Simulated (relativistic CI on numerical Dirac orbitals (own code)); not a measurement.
**Cr2+ (3d4) in a crystal field**

Calculated by Dirac-Coulomb-Breit CI, KLI orbitals optimised for each configuration, model QED, valence Slater integrals scaled by 0.65, one configuration in a parametric crystal field (own radial code).

Field parameters in Wybourne normalisation: D4h B²₀ = −7Ds, B⁴₀ = 21(Dq − Dt), B⁴₄ = 21√(5/14) Dq; Oh B⁴₀ = 21Dq, B⁴₄ = √(5/14) B⁴₀; Td as Oh with Dq negative (B⁴₀ = 21Dq, B⁴₄ = √(5/14) B⁴₀). The field is a parameter set, without covalency.

S and J are read from ⟨S²⟩ = S(S + 1) and ⟨J²⟩ = J(J + 1) of each level; they are not fictitious spins.

Oh, 10Dq = 7700 cm⁻¹, the lowest 16 levels:

| E (cm⁻¹) | Degeneracy | Irrep | S | J |
| --- | --- | --- | --- | --- |
| 0.0 | 1 | A1 | 2.00 | 2.90 |
| 7.1 | 3 | T1 | 2.00 | 2.93 |
| 14.1 | 2 | E | 2.00 | 2.95 |
| 20.1 | 3 | T2 | 2.00 | 2.98 |
| 26.0 | 1 | A2 | 2.00 | 3.00 |
| 6975 | 1 | A1 | 1.00 | 4.61 |
| 7077 | 3 | T1 | 1.00 | 4.43 |
| 7234 | 3 | T2 | 1.00 | 3.98 |
| 7241 | 2 | E | 1.00 | 3.95 |
| 7613 | 1 | A1 | 2.00 | 2.49 |
| 7615 | 3 | T1 | 2.00 | 2.43 |
| 7617 | 3 | T2 | 2.00 | 2.38 |
| 7769 | 2 | E | 2.00 | 3.32 |
| 7770 | 3 | T1 | 2.00 | 3.30 |
| 7868 | 3 | T2 | 2.00 | 3.78 |
| 13118 | 3 | T2 | 0.97 | 5.01 |

D4h, 10Dq = 18350, Ds = -210, Dt = 1140 cm⁻¹, the lowest 16 levels:

```tsv
E (cm⁻¹)	Degeneracy	Irrep	S	J
0.0	1	A1	2.00	2.97
0.1	1	A2	2.00	2.97
8.1	2	E	2.00	2.98
10.8	1	B1	2.00	2.99
1784	1	A1	1.01	4.08
1799	2	E	1.01	4.10
4864	1	B2	2.00	2.98
4865	1	B1	2.00	2.98
4879	2	E	1.99	2.95
4884	1	A1	1.99	2.93
7738	1	A1	1.00	4.28
7749	1	A2	1.00	4.33
7845	2	E	1.00	4.12
7904	1	B2	0.97	4.03
7937	1	B1	1.00	3.89
8593	1	B2	0.72	4.26
```

Td, 10Dq = -10650 cm⁻¹, the lowest 16 levels:

| E (cm⁻¹) | Degeneracy | Irrep | S | J |
| --- | --- | --- | --- | --- |
| 0.0 | 1 | A1 | 1.79 | 2.80 |
| 37.5 | 3 | T1 | 2.00 | 2.34 |
| 51.9 | 3 | T2 | 2.00 | 2.37 |
| 132 | 1 | A1 | 0.62 | 4.35 |
| 204 | 2 | E | 2.00 | 3.25 |
| 212 | 3 | T1 | 2.00 | 3.26 |
| 317 | 3 | T2 | 2.00 | 3.76 |
| 3902 | 1 | A1 | 1.00 | 3.67 |
| 3928 | 3 | T1 | 1.01 | 3.82 |
| 4057 | 2 | E | 1.00 | 4.11 |
| 4072 | 3 | T2 | 1.00 | 4.14 |
| 7297 | 1 | A2 | 1.00 | 4.21 |
| 7378 | 3 | T2 | 1.00 | 4.29 |
| 7509 | 3 | T1 | 0.99 | 4.32 |
| 7541 | 2 | E | 1.00 | 4.32 |
| 9508 | 3 | T1 | 0.04 | 5.24 |

Td, 10Dq = -4800 cm⁻¹, the lowest 16 levels:

| E (cm⁻¹) | Degeneracy | Irrep | S | J |
| --- | --- | --- | --- | --- |
| 0.0 | 1 | A1 | 2.00 | 2.19 |
| 13.4 | 3 | T1 | 2.00 | 2.28 |
| 24.9 | 3 | T2 | 2.00 | 2.35 |
| 173 | 2 | E | 2.00 | 3.21 |
| 180 | 3 | T1 | 2.00 | 3.24 |
| 283 | 3 | T2 | 2.00 | 3.75 |
| 4932 | 1 | A2 | 2.00 | 3.00 |
| 4932 | 3 | T2 | 2.00 | 3.04 |
| 4933 | 2 | E | 2.00 | 3.07 |
| 4934 | 3 | T1 | 2.00 | 3.11 |
| 4934 | 1 | A1 | 2.00 | 3.14 |
| 9067 | 1 | A1 | 0.97 | 3.70 |
| 9276 | 3 | T1 | 1.00 | 3.92 |
| 9417 | 2 | E | 1.00 | 4.33 |
| 9431 | 3 | T2 | 1.00 | 4.39 |
| 11314 | 1 | A1 | 0.08 | 4.79 |

Td, 10Dq = -5900 cm⁻¹, the lowest 10 levels:

```
E (cm⁻¹)  Degeneracy  Irrep     S     J
     0.0           1     A1  2.00  2.22
    12.8           3     T1  2.00  2.30
    23.7           3     T2  2.00  2.36
     173           2      E  2.00  3.22
     179           3     T1  2.00  3.25
     283           3     T2  2.00  3.76
    6030           1     A1  2.00  3.12
    6030           1     A2  2.00  3.00
    6030           3     T1  2.00  3.09
    6030           3     T2  2.00  3.03
```

The free-ion ground term has S = 2. Every field shown keeps that spin.

Levels of this model without a field, named by their leading LS term (the scale mimics covalency, so terms lie below those of the real free ion): ⁵D0 0, ⁵D1 58, ⁵D2 169, ⁵D3 329, ⁵D4 529, ³H4 12753, ³H5 12860, ³H6 12973 cm⁻¹.
